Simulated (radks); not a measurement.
The numbers below are computed, except where a source is named.
Zn II, 29 electrons, occupied as [Ar] 3d10 5p1 (not the ground configuration). Level of theory: Dirac Kohn-Sham, PBEsol, spin-unpolarised, spherical densities, point nucleus; open shells are shared between the two j in proportion to 2j + 1 (a radial shooting solver on a logarithmic mesh with Libxc functionals).

Unscreened Slater integrals over Kohn-Sham orbitals (cm^-1). Large and small components are both included.

| integral | value |
|---|---|
| F0(5p3/2,5p3/2) | 28230 |
| F2(5p3/2,5p3/2) | 15254 |
| F0(5p3/2,5p1/2) | 28307 |
| G2(5p3/2,5p1/2) | 15303 |
| F0(5p3/2,3d5/2) | 39427 |
| F2(5p3/2,3d5/2) | 3767.9 |
| G1(5p3/2,3d5/2) | 1434.5 |
| G3(5p3/2,3d5/2) | 1252.6 |
| F0(5p3/2,3d3/2) | 39439 |
| F2(5p3/2,3d3/2) | 3740.1 |
| G1(5p3/2,3d3/2) | 1416.0 |
| G3(5p3/2,3d3/2) | 1238.5 |
| F0(5p1/2,5p1/2) | 28384 |
| F0(5p1/2,3d5/2) | 39566 |
| G3(5p1/2,3d5/2) | 1261.2 |
| F0(5p1/2,3d3/2) | 39578 |
| G1(5p1/2,3d3/2) | 1433.1 |
| F0(3d5/2,3d5/2) | 232430 |
| F2(3d5/2,3d5/2) | 105500 |
| F4(3d5/2,3d5/2) | 65248 |
| F0(3d5/2,3d3/2) | 233280 |
| F2(3d5/2,3d3/2) | 105900 |
| G2(3d5/2,3d3/2) | 105780 |
| G4(3d5/2,3d3/2) | 65431 |
| F0(3d3/2,3d3/2) | 234140 |
| F2(3d3/2,3d3/2) | 106310 |
